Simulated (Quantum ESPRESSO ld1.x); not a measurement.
Task: All-electron atom: neutral chlorine in [Ne] 3s2 3p5. All-electron calculation, scalar-relativistic Kohn-Sham, LDA (Slater exchange, Perdew-Wang correlation), spin-polarised, spherical densities, point nucleus; open shells are filled with parallel spins first. Program: ld1.x of Quantum ESPRESSO 7.5. Some entries of the table are withheld. Estimate them.

orbital  occ.  eigenvalue (hartree)  r(max) (bohr)  <1/r> (bohr^-1)
1s up       1              -100.766          0.060            16.63
1s down     1              -100.759          0.060            16.63
2s up       1              -9.25280          0.362            3.296
2s down     1              -9.24566          0.362            3.297
2p up       3              -7.04513            (1)            3.202
2p down     3              -7.03626            (2)            3.203
3s up       1                   (3)           1.28           0.9072
3s down     1                   (4)           1.28           0.9038
3p up       3              -0.33309            (5)           0.7522
3p down     2              -0.30414            (6)           0.7429

Result: 
(1) 2p up r(max) (bohr): 0.301
(2) 2p down r(max) (bohr): 0.301
(3) 3s up eigenvalue (hartree): -0.77537
(4) 3s down eigenvalue (hartree): -0.74277
(5) 3p up r(max) (bohr): 1.42
(6) 3p down r(max) (bohr): 1.43
